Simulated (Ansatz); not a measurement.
H3Au3⁺. Charge 1, multiplicity 2. Geometry PBE0-D4/def2-TZVP, basis def2-TZVP, Ansatz.

| atom | x (Å) | y (Å) | z (Å) |
| --- | --- | --- | --- |
| Au1 | -0.4854 | 2.5044 | 2.0818 |
| Au2 | -0.3109 | 0.3612 | 0.5025 |
| Au3 | 0.7364 | -1.8710 | -0.7310 |
| H4 | -0.7366 | -1.1782 | -0.0826 |
| H5 | 0.8863 | -1.9778 | -2.3052 |
| H6 | -0.0898 | 2.1615 | 0.5344 |

```
run  HOMO (eV)  LUMO (eV)
  A     -11.11     -10.03
  B     -12.89      -8.19
  C     -12.13      -9.10
  D     -10.86     -10.21
  E     -11.91      -9.22
```

In the def2 sets Au takes a core potential; there is no spin–orbit coupling. The structure comes from a short search, and lower isomers may exist.

HOMO and LUMO are taken over both spins.

Problem. The runs used BHLYP, PBE, PBE0, r2SCAN, r2SCAN0. Estimate which is which.

Solution. A r2SCAN (0 % exact exchange); B BHLYP (50 % exact exchange); C r2SCAN0 (25 % exact exchange); D PBE (0 % exact exchange); E PBE0 (25 % exact exchange). Exact exchange lowers occupied and raises empty levels; among semilocal functionals meta-GGAs tend to open the gap a little, and such runs are hard to tell apart. The gap grows from 0.65 eV (PBE) to 4.70 eV (BHLYP).
